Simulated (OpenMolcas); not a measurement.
**La I: CASPT2 settings compared**

```yaml
Program: OpenMolcas
Basis: ANO-RCC-VDZP [7s6p4d2f1g]
Scalar_Hamiltonian: X2C, point nucleus
Active_space: 3 electrons in 6 orbitals (5d 6s)
State_averaging: 2S+1 = 4 even, 20 roots; 2S+1 = 2 even, 65 roots kept (CI in the orbitals of an earlier block, 38 in the spin-orbit step)
Spin-orbit_coupling: state interaction with AMFI integrals over the reference wave functions, term energies averaged over their components
```

Methods on the same reference wave functions:
A. CASSCF
B. SS-CASPT2, IPEA 0.3 Eh, imaginary shift 0.5 Eh (closed shells correlated: none)
C. SS-CASPT2, IPEA 0.4 Eh, imaginary shift 0.05 Eh (closed shells correlated: 4d 5s 5p)
D. SS-CASPT2, IPEA 0.1 Eh, no level shift (closed shells correlated: 5s 5p)
E. MS-CASPT2, IPEA 0.1 Eh, no level shift (closed shells correlated: 5s 5p)
F. MS-CASPT2, IPEA 0.3 Eh, imaginary shift 0.5 Eh (closed shells correlated: none)

Energies in cm-1 above 5d 6s2 2D 3/2, the measured ground level; measured values from NIST Handbook of Basic Atomic Spectroscopic Data.

```csv
Level,A,B,C,D,E,F,Measured
5d 6s2 2D 3/2 [57 %],0.0,0.0,0.0,0.0,0.0,0.0,0.0
5d2 6s 4F 5/2,581,1532,2390,2500,3340,1549,3010
5d2 6s 4F 3/2 [57 %],648,1197,2060,2160,3000,1209,2668
5d 6s2 2D 5/2,1137,737,742,740,943,776,1053
5d2 6s 4F 7/2,1192,1932,2840,2950,3830,1961,3495
5d2 6s 4F 9/2,1802,2540,3450,3570,4440,2570,4122
5d2 6s 4P 1/2,6975,6760,7530,6960,7840,6790,7231
5d2 6s 2P 1/2,9111,8290,8850,7600,8480,8320,9044
5d2 6s 2P 3/2 [51 %],9400,8240,9480,8260,8450,8270,
5d2 6s 2F 7/2,9564,8010,8240,7400,8260,8030,8052
5d2 6s 2G 7/2,10788,9790,10210,9730,10270,9820,9961
5d2 6s 2G 9/2,10813,9840,10260,9800,10260,9850,9920
5d2 6s 2D 5/2 [55 %],11568,9140,9050,8050,9510,9190,
5d3 4F 3/2,11948,11890,12220,11740,12630,11920,12431
5d3 4F 5/2,12264,12230,12560,12080,12960,12260,12787
5d3 4F 7/2,12721,12690,13020,12530,13400,12720,13238
5d3 4F 9/2,13311,13260,13590,13080,13940,13290,13747
```

Deviations, from unrounded energies. A percentage is the sum of absolute deviations over the sum of measured energies, with the sign that they share, or ± where signs differ.

```
                  Against measurement  Levels      A      B      C      D      E      F
       mean absolute deviation (cm-1)      14   1000    720    350    570    300    690
fine structure of the ground term (%)       1   +8.0  -30.1  -29.5  -29.8  -10.4  -26.3
             other configurations (%)      13  ±13.3   -8.9   ±4.2   -6.9   ±3.7   -8.6
```

E lies closest to measurement on these levels and A furthest from it. The largest miss of E in the table is 5d2 6s 4P 1/2, by +610 cm-1. The ranking rests on the paired levels alone, and a cruder setting can come out closer through cancelling errors.

Among B to F the level of the table that moves most is 5d2 6s 4F 9/2, by 1900 cm-1 (lowest in B, highest in E). Moves below CASPT2's spread within the term are not significant.

The mean deviations of B to F differ by less than CASPT2's widest spread within a term (800 cm-1), so their order carries little weight.

The lowest spin-free term lies below A's lowest term by 0.016 hartree in B, 0.283 hartree in C, 0.229 hartree in D, 0.233 hartree in E, 0.016 hartree in F.

CASPT2 breaks the degeneracy within a term, and the mean is taken; among the terms shown or strongly mixed into the levels shown the widest spread is 800 cm-1 (5d2 6s 2G, E). Over all roots computed the reference weight is 0.79 to 0.91 in D, 0.79 to 0.91 in E; the roots of lowest weight are the least certain, and an intruder state may touch them. Some high roots are left out of the spin-orbit mixing, which shifts the levels that they would mix with. Terms from blocks run as CI alone lack orbitals of their own. Configurations are named by rounded mean occupations; where the s occupation lies near a half they are strongly mixed, a name can repeat and a true partner stay unpaired. A single d shell beside an s shell can misplace configurations of different d count against each other. The CASPT2 spread within a term exceeds the gap to the next term for 5d2 6s 4P and 5d2 6s 2F, so the order of their levels is uncertain, and so are names and mixing where such terms share a J (figures for C; the like holds for D, E). Without dynamic correlation excited terms often stand tens of per cent too high (terms of higher spin than the ground term too low), and those without a measured partner can miss by more than the paired ones (holds for A). Some levels mix across a computed gap that differs much from the measured one, so their mixing is not that of the real levels (holds for A; B; F). Measured partners are found by configuration, term and J. A level has none where our copy of the source lacks it or the pairing is in doubt (some pairs that miss far off the trend of their configuration count as doubtful), and it then counts in no deviation. Only configurations of the active space appear. The table leaves out levels that lie high or whose names do not pair safely across all columns.

A share in square brackets marks a mixed level and gives the weight of the term that names it, the lowest over the columns.
